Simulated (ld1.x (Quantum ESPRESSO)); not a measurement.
Pseudopotential generation for B (Z = 5): TM, LDA (PZ), scalar-relativistic.

boron (B), norm-conserving Troullier–Martins (Kleinman–Bylander form), made with ld1.x (Quantum ESPRESSO) 7.5 (LDA (PZ), scalar-relativistic). Core [He], reference 2s2 2p0 (charge +1). Waves: 2s (bound): rc 1.55 bohr; 2p (bound, empty): rc 1.70 bohr; 3d channel at 0.25 Ry: rc 1.45 bohr. Local part: all-electron potential smoothed inside 1.35 bohr (lloc = -1). Core correction: a·sin(br)/r model core, default radius (core density twice the valence density).

- Cutoffs needed: 18 Ry and 50 Ry (the cutoffs (Ry, on a coarse ladder) from which the occupation-weighted sum of valence levels, in a spherical-Bessel basis at the reference potential, stays within 10 and 1 mRy of its value at 400 Ry)
- Ghost test: no extra level below or beside the all-electron valence levels (s, p, d, f tested) (spherical-Bessel basis up to 400 Ry, 20 bohr box)
- Largest excitation error: +38 meV (all-electron minus pseudo) for 2s0 2p3, out of 7 test configurations
